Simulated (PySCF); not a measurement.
A GIAO shielding run with PySCF 2.14.0 with density-fitted response routines (density fitting, non-relativistic, gas phase) on `CCCCC(=O)O[SiH3]`, C$_{5}$H$_{12}$O$_{2}$Si:

```
$ OMP_NUM_THREADS=1 python probes_run.py task.json out

{"job": {"kind": "nmr", "xc": "PBE0", "basis": "pcSseg-1"}, "charge": 0, "multiplicity": 1}
C     -3.442494     0.571135     0.212321
C     -2.285952    -0.172737    -0.442536
C     -0.933623     0.320098     0.065221
C      0.217457    -0.432292    -0.593899
C      1.569347     0.029824    -0.113253
O      1.765967     0.890737     0.700569
O      2.561188    -0.633849    -0.699482
Si     4.167048    -0.355652    -0.377060
H     -4.394699     0.204665    -0.163675
H     -3.422328     0.433340     1.290715
H     -3.377355     1.636267     0.003698
H     -2.380208    -1.241764    -0.237985
H     -2.335092    -0.038367    -1.525609
H     -0.826631     1.386952    -0.138847
H     -0.873117     0.189198     1.147085
H      0.145636    -1.504919    -0.394109
H      0.192790    -0.307062    -1.679806
H      4.430229    -0.635768     1.029274
H      4.718469    -1.348282    -1.288514
H      4.498221     1.019153    -0.731607
```

Hardware: 1 thread of an Intel Xeon, shared host. The job also computes population analyses, field gradients.

Q: How large is the calculation?

A: 72 electrons, 203 basis functions and 1074 auxiliary functions.

Q: How long does it take, and how much memory does it need?

A: 74 s of wall time, with 14 SCF cycles and 5 response iterations; peak memory 0.92 GiB. Times on a shared host scatter by some tens of per cent.
